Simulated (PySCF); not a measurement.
Start geometry of `BC(=C)C#CC` from a GFN2-xTB structure with every atom displaced at random (by about 0.01 Å) (Å):
```
atom  x, y, z in Å
B1     2.059   -0.994    0.763
C2     1.230    0.103   -0.020
C3     1.818    1.109   -0.693
C4    -0.150    0.039   -0.038
C5    -1.387   -0.046   -0.050
C6    -2.831   -0.122   -0.046
H7     1.494   -1.832    1.324
H8     3.222   -0.903    0.767
H9     2.909    1.210   -0.681
H10    1.277    1.857   -1.217
H11   -3.245    0.393   -0.900
H12   -3.222    0.329    0.869
H13   -3.168   -1.160   -0.089
```

Question: What comes out of this run: PBE0-D3(BJ)/def2-SVP geometry optimisation, gas phase (PySCF)?

Answer: 
```
atom  x, y, z in Å
B1     2.0931   -0.9017    0.6669
C2     1.2166    0.1444   -0.0750
C3     1.8439    1.1436   -0.7464
C4    -0.2104    0.0506   -0.0453
C5    -1.4194   -0.0656    0.0056
C6    -2.8642   -0.1988    0.0675
H7     1.5999   -1.8186    1.2777
H8     3.2960   -0.7818    0.6213
H9     2.9357    1.1979   -0.7559
H10    1.2944    1.9168   -1.2939
H11   -3.3517    0.3118   -0.7778
H12   -3.2607    0.2404    0.9970
H13   -3.1680   -1.2573    0.0450
```

The energy falls by 21.4 kJ/mol over 7 energy and gradient evaluations, the largest force component goes from 0.0881 to 2.9e-04 Eh/bohr, and the atoms move by 0.067 Å rms after alignment. The bond that changes most is B1–H7 (three-coordinate boron to B–H hydrogen), which lengthens by 0.052 Å. Bonds longer at the end by more than 0.005 Å: 9 of 12; shorter: 2. Among the angles that change most is B1–C2–C3, from 122.5° to 118.1°. Rotational constants go from 9296, 1807, 1528 to 9631, 1751, 1496 MHz. The orientation of the end geometry is arbitrary; only internal coordinates are fixed.

The run used 119 basis functions and 50 SCF cycles in all. Hardware: Arm Neoverse V1, one thread, no GPU, shared host with 32 logical CPUs at a one-minute load of 25. Cost: 37 s, 0.50 GiB resident at most.

Not checked by PBE0-D3(BJ)/def2-SVP frequencies.
